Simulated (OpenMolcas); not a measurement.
## d8 ions of charge +2 down a group on the Y site of Cs2NaYF6

- Program: OpenMolcas 26.06
- Method: CASSCF
- Spin-orbit coupling: state interaction with AMFI integrals over the reference wave functions

The d shell is active. Each dopant is a cluster with its nearest anions in model potentials and point charges, with no relaxation and no local charge compensation. Distances were set from a Shannon-type radius of the metal (high-spin where two are listed) plus a fixed donor radius (F 1.31 Å), in hosts weighted 0.65 to 0.35 with the host's distance in the model lattice. Ligand basis ANO-RCC-VDZP, DKH2 Hamiltonian. States (labels of O, the rotations of Oh). Energies in cm-1 above the lowest state or level, χT in cm3 K/mol; 10Dq and B are least-squares fits to the states below 45000 cm-1, weighted by degeneracy, with a free offset, and given where the rms deviation is under 5 % of |10Dq| (or 100 cm-1) and under 700 cm-1. Spin-only χT is S(S+1) / 2 for the spin of the ground state.

```json
{"Ion": "Ni2+", "Shell": "3d8", "R (Å)": "2.062", "Metal basis": "ANO-RCC-VTZP", "Ground state": "3A2", "First state of that spin": "3T2 5641", "10Dq": "5505", "B (rms of fit)": "1290 (68)", "First gap with spin-orbit (degeneracies)": "5372 (3, 2)", "χT at 300 K": "1.540", "First state of another spin": "1E 18660", "Spin-only χT": "1.000"}
{"Ion": "Pd2+", "Shell": "4d8", "R (Å)": "2.173", "Metal basis": "ANO-RCC-VTZP", "Ground state": "3A2", "First state of that spin": "3T2 11168", "10Dq": "11279", "B (rms of fit)": "887 (63)", "First gap with spin-orbit (degeneracies)": "10107 (3, 2)", "χT at 300 K": "1.490", "First state of another spin": "1E 13790", "Spin-only χT": "1.000"}
{"Ion": "Pt2+", "Shell": "5d8", "R (Å)": "2.134", "Metal basis": "ANO-RCC-VTZP", "Ground state": "3A2", "First state of that spin": "3T2 16774", "10Dq": "16769", "B (rms of fit)": "791 (49)", "First gap with spin-orbit (degeneracies)": "10225 (3, 2)", "χT at 300 K": "1.738", "First state of another spin": "1E 12538", "Spin-only χT": "1.000"}
```

|10Dq| changes by factors of 11279 / 5505 = 2.05 from Ni2+ to Pd2+, 16769 / 11279 = 1.49 from Pd2+ to Pt2+.

B goes from 1290 cm-1 (Ni2+) to 791 cm-1 (Pt2+).

Every ion keeps the highest spin of its shell. χT departs most from the spin-only value for Pt2+, by +0.738 cm3 K/mol.

Without dynamic correlation the repulsion within the d shell is too large (B by tens of per cent), so at a given field states of lower spin stand too high. Ligand-to-metal charge-transfer states are missing. With no ligand orbital active B as a rule stays too high, so bands that hang on it stand too high and its fall with covalency is understated. With metal d orbitals alone and no dynamic correlation 10Dq can be off by a tenth to a fifth, either way, in oxide and fluoride hosts (holds for Ni2+). Real 4d8 and 5d8 ions are as a rule square planar and diamagnetic (holds for Pd2+; Pt2+). With metal d orbitals alone the field can be off either way by tens of per cent (holds for Pd2+; Pt2+). No measured value stands beside these numbers; the geometry was set by hand and not optimised.
